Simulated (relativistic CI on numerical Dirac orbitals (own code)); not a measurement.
## d3 in a ligand field

Computed with a parametric ligand-field model of a d^n configuration (Racah B and C, spin-orbit zeta, crystal field), exact diagonalisation.

Field parameters in Wybourne normalisation: Td as Oh with Dq negative (B⁴₀ = 21Dq, B⁴₄ = √(5/14) B⁴₀). The field is a parameter set, without covalency.

Task: Ground term and bands for B = 300, C = 1280, ζ = 0 cm⁻¹, Td, 10Dq = -1920 cm⁻¹?

Result: Ground term 4T1 with 1.89 electrons in the two orbitals of the cubic e set. Spin-allowed: 4T2 1638 cm⁻¹, 4A2 3558 cm⁻¹ (2810 nm), 4T1 5857 cm⁻¹ (1707 nm). Lowest spin-forbidden: 2E 4043 cm⁻¹ (2473 nm), 2T1 5447 cm⁻¹ (1836 nm), 2T2 5489 cm⁻¹ (1822 nm).

Task: Ground term and bands for B = 300, C = 1280, ζ = 0 cm⁻¹, Td, 10Dq = -2190 cm⁻¹?

Result: Ground term 4T1 with 1.90 electrons in the two orbitals of the cubic e set. Spin-allowed: 4T2 1881 cm⁻¹, 4A2 4071 cm⁻¹ (2456 nm), 4T1 6072 cm⁻¹ (1647 nm). Lowest spin-forbidden: 2E 3795 cm⁻¹ (2635 nm), 2T1 5444 cm⁻¹ (1837 nm), 2T2 5511 cm⁻¹ (1815 nm).

Task: Ground term and bands for B = 300, C = 1280, ζ = 0 cm⁻¹, Td, 10Dq = -3540 cm⁻¹?

Result: Ground term 4T1 with 1.93 electrons in the two orbitals of the cubic e set. Spin-allowed: 4T2 3122 cm⁻¹ (3203 nm), 4A2 6662 cm⁻¹ (1501 nm), 4T1 7204 cm⁻¹ (1388 nm). Lowest spin-forbidden: 2E 2511 cm⁻¹, 2T1 5405 cm⁻¹ (1850 nm), 2T2 5560 cm⁻¹ (1799 nm).

Task: Ground term and bands for B = 300, C = 1280, ζ = 0 cm⁻¹, Td, 10Dq = -840 cm⁻¹?

Result: Ground term 4T1 with 1.85 electrons in the two orbitals of the cubic e set. Spin-allowed: 4T2 694 cm⁻¹, 4A2 1534 cm⁻¹, 4T1 5049 cm⁻¹ (1981 nm). Lowest spin-forbidden: 2E 4930 cm⁻¹ (2029 nm), 2T2 5317 cm⁻¹ (1881 nm), 2T1 5380 cm⁻¹ (1859 nm).

Task: Ground term and bands for B = 300, C = 1280, ζ = 0 cm⁻¹, Td, 10Dq = -3270 cm⁻¹?

Result: Ground term 4T1 with 1.93 electrons in the two orbitals of the cubic e set. Spin-allowed: 4T2 2871 cm⁻¹, 4A2 6141 cm⁻¹ (1628 nm), 4T1 6971 cm⁻¹ (1434 nm). Lowest spin-forbidden: 2E 2771 cm⁻¹, 2T1 5414 cm⁻¹ (1847 nm), 2T2 5555 cm⁻¹ (1800 nm).
